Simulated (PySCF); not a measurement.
Isomers of CH4OSi. Isolated molecules, 0 K electronic values unless said otherwise. One relaxed conformer stands for each flexible species; it need not be the lowest. Strings in code marks are SMILES.

These are B3LYP-D3(BJ)/def2-TZVP in PySCF values and carry that method's errors. All candidates: neutral, multiplicity 1. B3LYP has the VWN-RPA correlation part, as in Gaussian. Excitations are Tamm–Dancoff values on a coarser integration grid. The basis has no diffuse functions, so Rydberg states are missing or too high.

The S1 excitation (TDA) is 4.38 eV. The LUMO comes out as -1.72 eV and the HOMO is -7.63 eV.

### Question
Name which member has these values.
(A) `O=C[SiH3]`
(B) `C1O[SiH2]1`
(C) `C[SiH]=O`
(D) `C=[SiH]O` (C–Si–O–H torsion 0°)

### Answer
C, `C[SiH]=O`. The others give `O=C[SiH3]`: 3.28 eV, -1.91 eV, -6.95 eV; `C=[SiH]O` (C–Si–O–H torsion 0°): 4.77 eV, -0.50 eV, -5.98 eV; `C1O[SiH2]1`: 5.93 eV, -0.76 eV, -7.49 eV
